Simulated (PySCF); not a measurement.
A GIAO shielding run with PySCF 2.14 (density fitting, non-relativistic, gas phase) on SMILES O=C(O)[SiH2]O[SiH3], CH$_{6}$O$_{3}$Si$_{2}$:

```
$ OMP_NUM_THREADS=1 python probes_run.py task.json out

{"job": {"kind": "nmr", "xc": "B3LYP", "basis": "pcSseg-1", "pop": false}, "charge": 0, "multiplicity": 1}
O      0.981683     0.273630    -1.327172
C      1.481693     0.088571    -0.243721
O      2.802584     0.050930    -0.052444
Si     0.390582    -0.172983     1.320358
O     -1.152346    -0.078873     0.765752
Si    -2.040847     0.033223    -0.646820
H      3.225493     0.193533    -0.918333
H      0.674142     0.902279     2.309464
H      0.686450    -1.509089     1.907749
H     -1.847348     1.361172    -1.292548
H     -1.693864    -1.071135    -1.584850
H     -3.470392    -0.105018    -0.243319
```

Hardware: 1 thread of an Arm Neoverse V2, shared host.

(1) How large is the calculation?

(2) How long does it take, and how much memory does it need?

(3) And these other runs on the same molecule and hardware: GIAO shielding at B97-D/pcSseg-1; GIAO shielding at BLYP/pcSseg-1; GIAO shielding at BP86/pcSseg-1; GIAO shielding at HF/pcSseg-1; GIAO shielding at KT2/pcSseg-1; GIAO shielding at KT3/pcSseg-1?

Results:

(1) 64 electrons, 146 basis functions and 808 auxiliary functions.

(2) 8.9 s of wall time, with 14 SCF cycles and 5 response iterations; peak memory 0.84 GiB. Times on a shared host scatter by some tens of per cent.

(3) B97-D/pcSseg-1: 146 functions, 15 s; BLYP/pcSseg-1: 146 functions, 15 s; BP86/pcSseg-1: 146 functions, 14 s; HF/pcSseg-1: 146 functions, 5.1 s; KT2/pcSseg-1: 146 functions, 15 s; KT3/pcSseg-1: 146 functions, 15 s.
